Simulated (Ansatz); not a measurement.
Harmonic frequencies (cm⁻¹) at PBE0-D4/def2-TZVP from Ansatz: 93, 107, 157, 361, 402, 432, 472, 486, 527, 643, 715, 778, 843, 879, 930, 939, 1949, 2172, 2205, 2216, 2223.

Q: Which molecule is it?
A. `[SiH3][SiH]1[O][AlH]1`
B. `[SiH3][Al]1[O][SiH2]1`
C. `[O]1[AlH][SiH2][SiH2]1`
D. `S[SiH2]CCl`

A: A.
